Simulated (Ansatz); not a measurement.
Ansatz (a program for electronic structure) input (CCSD(T)/aug-cc-pV(D+d)Z):
A basis named .json is the Basis Set Exchange file of that set.

Ansatz 0.2 input:
```yaml
crystal:
  periodic: [false, false, false]
  atoms:
    - {symbol: Si, position_ang: [1.47941424, 0.56693286, 0.06098385]}
    - {symbol: C, position_ang: [0.13558990, -0.44527435, -0.51572468]}
    - {symbol: Si, position_ang: [-1.52578341, -0.41449088, 0.11823995]}
    - {symbol: H, position_ang: [2.77980536, -0.14433780, 0.38095748]}
    - {symbol: H, position_ang: [2.01974168, 1.66862290, -0.83742257]}
    - {symbol: H, position_ang: [1.13823290, 1.30209220, 1.32304006]}
    - {symbol: H, position_ang: [0.32539045, -1.07708602, -1.38352361]}
    - {symbol: H, position_ang: [-2.64257808, 0.14602378, -0.74859438]}
    - {symbol: H, position_ang: [-1.64087647, 0.39450333, 1.37598864]}
    - {symbol: H, position_ang: [-2.14408682, -1.75236005, 0.47476924]}
basis:
  gaussian:
    orbitals: aug-cc-pV_D+d_Z.json
total_charge: -1
magnetization: {spin_polarized: false}
correlation: {method: ccsd_t, electrons: outside_noble_gas}
output: {forces: true}
```

Output:

```
Functional definition: HF
integrals: 0.44 GiB planned
1517 factors; integrals over basis functions are off by at most 9.8e-4 eV
mean field: 0.70 GiB planned
mean field evaluation 1: about -16863.0845 eV, gradient 2.5e1 eV
mean field evaluation 2: about -16863.1297 eV, gradient 2.5e1 eV
mean field evaluation 4: about -16865.3091 eV, gradient 3.7e0 eV
mean field evaluation 8: about -16865.3656 eV, gradient 1.4e-1 eV
mean field evaluation 16: about -16865.2997 eV, gradient 3.9e-1 eV
mean field -16865.36574905 eV, -619.7907595221 hartree, gradient 5.0e-6 eV, S^2 0.000000; 0 other end points of the search recorded, 0 dependent functions left out
11 core orbitals not correlated
reference -16865.36574905 eV, -619.7907595221 hartree; 10, 10 occupied and 129, 129 virtual orbitals, 1517 factors
densities: 2.23 GiB planned
second order -10.60791016 eV of doubles, -0.00000000 eV of singles
coupled cluster: 1.12 GiB planned
cycle   1  -11.66482338 eV  change    -1.1e0 eV  update   9.0e-2
cycle   2  -12.09288084 eV  change   -4.3e-1 eV  update   2.8e-2
cycle   3  -12.15511229 eV  change   -6.2e-2 eV  update   1.1e-2
cycle   4  -12.15138247 eV  change    3.7e-3 eV  update   3.3e-3
cycle   5  -12.15003528 eV  change    1.3e-3 eV  update   1.4e-3
cycle   6  -12.14999926 eV  change    3.6e-5 eV  update   5.3e-4
cycle   7  -12.14993962 eV  change    6.0e-5 eV  update   2.5e-4
cycle   8  -12.14994293 eV  change   -3.3e-6 eV  update   1.1e-4
cycle   9  -12.14997375 eV  change   -3.1e-5 eV  update   4.7e-5
cycle  10  -12.14996615 eV  change    7.6e-6 eV  update   1.6e-5
cycle  11  -12.14996267 eV  change    3.5e-6 eV  update   6.8e-6
cycle  12  -12.14996567 eV  change   -3.0e-6 eV  update   3.1e-6
perturbative correction -0.41572279 eV, -0.0152775306 hartree
the calculation of the forces begins
Total energy: -16877.93143750 eV, -620.2525400553 hartree
Atom 0 at     1.479414     0.566933     0.060984 Å, force     0.426278     0.294356     0.128150 eV/Å
Atom 1 at     0.135590    -0.445274    -0.515725 Å, force     0.024944    -0.077341    -0.016487 eV/Å
Atom 2 at    -1.525783    -0.414491     0.118240 Å, force    -0.513124    -0.012429     0.146048 eV/Å
Atom 3 at     2.779805    -0.144338     0.380957 Å, force     0.087136    -0.054091     0.026992 eV/Å
Atom 4 at     2.019742     1.668623    -0.837423 Å, force     0.029867     0.077774    -0.062834 eV/Å
Atom 5 at     1.138233     1.302092     1.323040 Å, force    -0.046500     0.066843     0.128302 eV/Å
Atom 6 at     0.325390    -1.077086    -1.383524 Å, force     0.098500    -0.327635    -0.446014 eV/Å
Atom 7 at    -2.642578     0.146024    -0.748594 Å, force    -0.072142     0.044460    -0.060891 eV/Å
Atom 8 at    -1.640876     0.394503     1.375989 Å, force     0.002487     0.082841     0.127368 eV/Å
Atom 9 at    -2.144087    -1.752360     0.474769 Å, force    -0.037445    -0.094777     0.029366 eV/Å
Dipole moment:     0.000106    -0.001338    -0.017364 e Å
```

It need not be the lowest isomer of its formula. Whether it binds its extra electron was not tested at this geometry.
